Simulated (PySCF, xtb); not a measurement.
CH₅NbO₃, SMILES [CH3][Nb](=[O])([OH])[OH], multiplicity 1.

GFN2-xTB (xtb) at its own geometry gives an orbital gap of 3.79 eV and a dipole moment of 5.69 D.

Geometry: B3LYP-D3(BJ)/def2-SVP. The spin state was assumed, not searched. The structure was generated by enumeration; whether it is a known compound was not checked. The def2 effective core potentials stand for the cores of Nb; spin–orbit coupling is left out. The values are those of a single conformer.

Task: What does PySCF with CAM-B3LYP/def2-TZVP give? (Estimate from the structure and the level; the computed values follow.)

Result: gap 9.37 eV (levels -9.55 and -0.17 eV), dipole 1.28 D.
